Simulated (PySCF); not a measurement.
# Spin-rotation constants: `C[C@@H]1C=C[S@](=O)C1`, C5H8OS

Cartesian coordinates in Å; atom numbers follow the order of the lines, from 1:
```xyz
15

C     1.5720   -0.1649   -0.4623
C     0.4066   -0.5415    0.4587
C    -0.7205   -1.0905   -0.3651
C    -1.7307   -0.2767   -0.5983
S    -1.5188    1.3814    0.1187
O    -0.9016    2.1862   -0.9408
C    -0.1536    0.6857    1.1711
H     1.8943   -1.0256   -1.0439
H     1.2591    0.6214   -1.1453
H     2.4156    0.1934    0.1231
H     0.7476   -1.2874    1.1853
H    -0.6422   -2.0910   -0.7644
H    -2.5950   -0.4708   -1.2059
H    -0.6242    0.4234    2.1173
H     0.5870    1.4650    1.3298
```

Computed, not measured: PySCF 2.14.0, GIAO PBE0/pcSseg-1 magnetisability, rotational g tensor and spin-rotation constants, non-relativistic, gas phase. Geometry: GFN2-xTB.

(1) Give the nuclear spin-rotation constants along the inertial axes (H = +C I·J) beside the isotropic shieldings.

(2) How do the rotational constants and the g tensor change when H8, H9, H10, H11, H12, H13, H14, H15 are replaced by deuterium?

Results:

(1) Rotational constants 3.6102, 2.0360, 1.7823 GHz. A star marks the isotopologue with that one atom substituted, in its own axes.
```
atom  isotope  Caa (kHz)  Cbb (kHz)  Ccc (kHz)  mean (kHz)  σ (ppm)
  H8       1H     -0.138     -0.178     -0.126      -0.147     30.3
  H9       1H     -0.135     -0.198     -0.095      -0.142     29.9
 H10       1H     -0.344     -0.024     -0.156      -0.174     30.2
 H11       1H     -0.066     -0.208     -0.090      -0.121     28.6
 H12       1H     -0.036     -0.022     -0.153      -0.071     24.8
 H13       1H     -0.235      0.061     -0.132      -0.102     24.9
 H14       1H     -0.413     -0.202      0.047      -0.190     29.3
 H15       1H     -0.409      0.104     -0.220      -0.175     29.2
  C1     13C*      0.556      0.312      0.272       0.380    160.4
  C2     13C*      0.664      0.356      0.356       0.458    139.1
  C3     13C*      1.340      0.859      0.441       0.880     33.2
  C4     13C*      1.138      0.872      0.469       0.826     40.9
  S5     33S*      1.804      0.833      0.697       1.111    119.3
  O6     17O*     -0.447     -0.171     -0.331      -0.316    237.1
  C7     13C*      0.685      0.405      0.424       0.504    124.3
```
For the geometry as given, no vibrational averaging.

(2) Constants 2.9977, 1.7844, 1.5610 GHz; g -0.0361, -0.0213, -0.0089, against -0.0429, -0.0223, -0.0116 before.
